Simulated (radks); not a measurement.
Results of a calculation; reference values are marked as such.
Charge is removed step by step from the 4s1/2 level of the ruthenium ion Ru2+, starting from [Kr] 4d6. Code: a radial shooting solver on a logarithmic mesh with Libxc functionals. Model: Dirac Kohn-Sham, BLYP, spin-unpolarised, spherical densities, finite nucleus; open shells fill j = l - 1/2 first; Fermi nuclear charge, rms radius 4.4809 fm.

removed (e)  E - E(0) (eV)  eigenvalue (eV)  E minus straight line (eV)
0                    0.000          -96.271                       0.000
0.125               12.159          -98.271                      -0.904
0.25                24.569          -100.30                      -1.556
0.375               37.234          -102.35                      -1.953
0.5                 50.158          -104.43                      -2.092
0.625               63.344          -106.54                      -1.969
0.75                76.794          -108.67                      -1.581
0.875               90.512          -110.82                      -0.926
1                   104.50          -112.99                       0.000

Removing the whole electron costs 104.50 eV by Delta-SCF, against 96.271 eV from minus the eigenvalue at the starting occupation. Slater's transition state (half an electron removed) gives 104.43 eV. Integrating minus the eigenvalue over the occupation (Janak's theorem) gives 104.50 eV. The mean slope of the eigenvalue, de/dn, is 16.7 eV per electron.
